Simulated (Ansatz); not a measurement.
Basis-set extrapolation for `[AlH2][B]([SiH3])[SiH3]` (PBE0-D4/def2-TZVP geometry, frozen core, Ansatz 0.2.0). Multiplicity 1, RHF reference.

|  | def2-TZVPP | def2-QZVPP |
| --- | --- | --- |
| HF | -849.093178 | -849.119245 |
| MP2 correlation | -0.431521 | -0.461786 |
| CCSD(T) correlation | -0.526187 | not run |

Energies in hartree. Use E(X) = E(∞) + A·exp(−7.88·√X) for Hartree–Fock and E(X) = E(∞) + B·X^(−2.97) for correlation, with X = 3 and 4, and add CCSD(T) minus MP2 of the smaller set to the MP2 limit.

Q: What is the CCSD(T) energy at the basis-set limit?

A: HF limit: -849.119245 + (-0.026067) × 0.13774 = -849.12284. MP2 limit: -0.461786 + (-0.030265) × 0.74074 = -0.48420. Higher-order term: -0.526187 − (-0.431521) = -0.09467. Total: -849.70171 hartree, 51.7 kcal/mol below CCSD(T)/def2-TZVPP.
